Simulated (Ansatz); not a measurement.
Re₃⁻. Total charge -1; triplet. Geometry PBE-D4/def2-TZVP, that of the neutral doublet; atoms count from 1.

```xyz
3

Re    0.649    0.125    1.112
Re    0.506    0.591   -1.034
Re   -1.155   -0.717   -0.079
```

In the def2 sets Re takes a core potential; there is no spin–orbit coupling. The charge -1 triplet is spin-contaminated (final ⟨S²⟩ up to 3.20, 2.00 for a pure state). The structure comes from a short search, and lower isomers may exist.

Question: Estimate the Mulliken populations from the PBE0/def2-TZVPD orbitals of Ansatz.

Answer: 
```tsv
atom	charge (e)	spin (α − β)	d electrons
Re1	-0.31	0.13	5.49
Re2	-0.30	0.13	5.49
Re3	-0.39	1.73	5.48
```
Mulliken values and Mayer orders depend strongly on the basis. With diffuse functions, as here, like atoms can get unlike values, and bond orders can come out too low or too high.

Question: Where does the spin sit?

Answer: Summed by element: Re 2.00, of 2 unpaired in all. Largest on single atoms: Re3 1.73, Re2 0.13, Re1 0.13.

Question: And the Mayer bond orders between bonded heavy atoms (over 0.3)?

Answer: Re1–Re2 3.02 (2.20 Å); Re1–Re3 2.63 (2.32 Å); Re2–Re3 2.63 (2.32 Å).
